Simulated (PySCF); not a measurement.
Isomers of C8H16Si, mass 140.102 u with the commonest isotopes. Method used: PBE0-D3(BJ)/def2-SVP geometry optimisation, gas phase in PySCF. One conformer each, none proved a minimum here; rigid rotors.

**Question.** Order these by rotational constant C, largest first.
A. `C=CC[Si](C)(C)CC=C` (Si(eta1-allyl)2Me2)
B. `[CH2:1]1[CH2:2][CH2:3][Si:4]2([CH2:5]1)[CH2:6][CH2:7][CH2:8][CH2:9]2` with C5–C1–C2–C3 50°, C1–C2–C3–Si4 -37°, C2–C3–Si4–C5 13°, C3–Si4–C5–C1 13°
C. `[SiH3:1]/[C:2]1=[CH:3]\[CH2:4][CH2:5][CH2:6][CH2:7][CH2:8][CH2:9]1` with C2–C3–C4–C5 -90°, C3–C4–C5–C6 47°, C4–C5–C6–C7 -79°, C5–C6–C7–C8 111°

**Answer.** C (942.7 MHz), B (864.9 MHz), A (717.3 MHz).

**Question.** Order these by rotational constant A, smallest first.
A. Si(eta1-allyl)2Me2 (`C=CC[Si](C)(C)CC=C`)
B. `[CH3:1][CH2:2][C@@H:3]1[CH2:4][C@@H:5]([CH:6]2[CH2:7][CH2:8]2)[SiH2:9]1` with C1–C2–C3–C4 -64°, C4–C5–C6–C7 154°, C2–C3–C4–C5 -149°, C3–C4–C5–C6 -97°, C5–C6–C7–C8 -113°, C4–C5–Si9–C3 -18°
C. `[CH2:1]1[CH2:2][CH2:3][Si:4]2([CH2:5]1)[CH2:6][CH2:7][CH2:8][CH2:9]2` with C5–C1–C2–C3 50°, C1–C2–C3–Si4 -37°, C2–C3–Si4–C5 13°, C3–Si4–C5–C1 13°
D. `[SiH3:1]/[C:2]1=[CH:3]\[CH2:4][CH2:5][CH2:6][CH2:7][CH2:8][CH2:9]1` with C2–C3–C4–C5 -90°, C3–C4–C5–C6 47°, C4–C5–C6–C7 -79°, C5–C6–C7–C8 111°

**Answer.** D (1613 MHz), A (1790 MHz), B (2676 MHz), C (2838 MHz).

**Question.** Order these by rotational constant B, smallest first.
A. Si(eta1-allyl)2Me2, `C=CC[Si](C)(C)CC=C`
B. `[CH2:1]1[CH2:2][CH2:3][Si:4]2([CH2:5]1)[CH2:6][CH2:7][CH2:8][CH2:9]2` with C5–C1–C2–C3 50°, C1–C2–C3–Si4 -37°, C2–C3–Si4–C5 13°, C3–Si4–C5–C1 13°
C. `[SiH3:1]/[C:2]1=[CH:3]\[CH2:4][CH2:5][CH2:6][CH2:7][CH2:8][CH2:9]1` with C2–C3–C4–C5 -90°, C3–C4–C5–C6 47°, C4–C5–C6–C7 -79°, C5–C6–C7–C8 111°
D. `[CH3:1][CH2:2][C@@H:3]1[CH2:4][C@@H:5]([CH:6]2[CH2:7][CH2:8]2)[SiH2:9]1` with C1–C2–C3–C4 -64°, C4–C5–C6–C7 154°, C2–C3–C4–C5 -149°, C3–C4–C5–C6 -97°, C5–C6–C7–C8 -113°, C4–C5–Si9–C3 -18°

**Answer.** D (769.9 MHz), A (831.2 MHz), B (865.3 MHz), C (1285 MHz).

| SMILES | point group | Ia (u·Å²) | Ib (u·Å²) | Ic (u·Å²) | κ | μa (D) | μb (D) | μc (D) |
| --- | --- | --- | --- | --- | --- | --- | --- | --- |
| C1CC[Si]2(C1)CCCC2 | S4 | 178.08 | 584.08 | 584.31 | -1.00 | 0.00 | 0.00 | 0.00 |
| [SiH3]/C1=C\CCCCCC1 | C1 | 313.24 | 393.31 | 536.09 | 0.02 | 1.38 | 0.31 | 0.09 |
| C=CC[Si](C)(C)CC=C | C1 | 282.38 | 607.98 | 704.57 | -0.79 | 0.17 | 0.69 | 0.11 |
| CC[C@@H]1C[C@@H](C2CC2)[SiH2]1 | C1 | 188.83 | 656.46 | 715.66 | -0.94 | 0.09 | 0.53 | 0.09 |
